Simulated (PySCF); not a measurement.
Vertical excitations of a molecule CH11NOSi3 from PySCF 2.14.0 with TDA-LC-ωPBE/def2-SVPD, as energy in eV (oscillator strength): 6.20 (0.021), 6.69 (0.016), 7.17 (0.088), 7.30 (0.017), 7.45 (0.009), 7.60 (0.008). Lowest triplet (TDA): 5.68 eV. Geometry: B3LYP-D3(BJ)/def2-SVP. Other conformers were not sampled.

Q: Pick the molecule that these values belong to.
A. [SiH3]NC[SiH2]O[SiH3]
B. O[Si@@H]([SiH3])CN[SiH3]
C. C[SiH2][Si@@](N)(O)[SiH3]
D. C[SiH2]O[Si@@H](N)[SiH3]

A: B, O[Si@@H]([SiH3])CN[SiH3]
